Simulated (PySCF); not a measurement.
**Question.** What does the PBE0-D3(BJ)/def2-SVP structure of `C#C[C@@H]1CC[C@@]1(F)OC` look like in three dimensions?

**Answer.** 
```xyz
18
C7H9FO angstrom
C     -1.7884    2.1458   -1.0899
C     -1.2438    1.0838   -0.8817
C     -0.6008   -0.1863   -0.6253
C     -1.4031   -1.3432    0.0288
C     -0.1693   -1.6948    0.8815
C      0.3960   -0.3146    0.5703
F      0.0478    0.5843    1.5506
O      1.7315   -0.2580    0.3359
C      2.1982    0.9843   -0.1402
H     -2.2657    3.0924   -1.2619
H     -0.0843   -0.5484   -1.5294
H     -2.2291   -0.9500    0.6361
H     -1.7900   -2.1118   -0.6530
H     -0.3213   -1.9053    1.9483
H      0.4600   -2.4747    0.4321
H      3.2822    0.8878   -0.2800
H      1.7331    1.2471   -1.1067
H      1.9935    1.7923    0.5793
```

Any rigid rotation of these coordinates is as good. Atoms count from 1 in this order. The C–C distances run from 1.212 Å (C1≡C2, drawn triple) to 1.562 Å (C3–C6, drawn single), a spread of 0.350 Å. The 4-membered ring C3–C4–C5–C6 has internal angles of 86.9° to 89.7° (sum 355°, against 360° for a flat polygon); it is puckered, 0.12 Å rms from its mean plane, widest ring torsion 18°. Of the pairs four or more bonds apart, F7···H18 is among the closest relative to their van der Waals radii: 2.49 Å, 93 % of the sum of Bondi's values. The 2 C–O bonds span 1.357 Å (C6–O8, drawn single) to 1.410 Å (O8–C9, drawn single), a spread of 0.053 Å.

Bonds between heavy atoms (Å): C1≡C2 1.212, C2–C3 1.446, C3–C4 1.552, C4–C5 1.540, C5–C6 1.524, C6–F7 1.375, C6–O8 1.357, O8–C9 1.410, C3–C6 1.562.

Computed with PBE0-D3(BJ)/def2-SVP geometry optimisation, gas phase in PySCF.

Point group: C1 (no symmetry element, even within 0.4 Å). PBE0-D3(BJ)/def2-SVP frequencies: not computed here. The numbers are those of one conformer (C5–C6–O8–C9 171°, C2–C3–C4–C5 -140°, C3–C4–C5–C6 18°, C4–C5–C6–F7 93°, C2–C3–C6–C5 140°).
